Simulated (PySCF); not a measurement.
Vertical excitations of a molecule C3H5BF2 from TDA-M06-2X/def2-SVPD in PySCF 2.14.0, as energy in eV (oscillator strength): 5.87 (0.003), 7.12 (0.064), 7.55 (0.004), 7.77 (0.008), 8.51 (0.067), 8.59 (0.006), 8.71 (0.006), 9.00 (0.016), 9.04 (0.003), 9.20 (0.002). Lowest triplet (TDA): 5.41 eV. The structure is a stationary point at PBE-D3(BJ)/def2-SVP. The values are those of a single conformer.

Question: Which structure fits?
(A) C=C(C)B(F)F
(B) FB1CC[C@@H]1F
(C) FB(F)C1CC1
(D) C=CB(F)CF

Answer: B, FB1CC[C@@H]1F
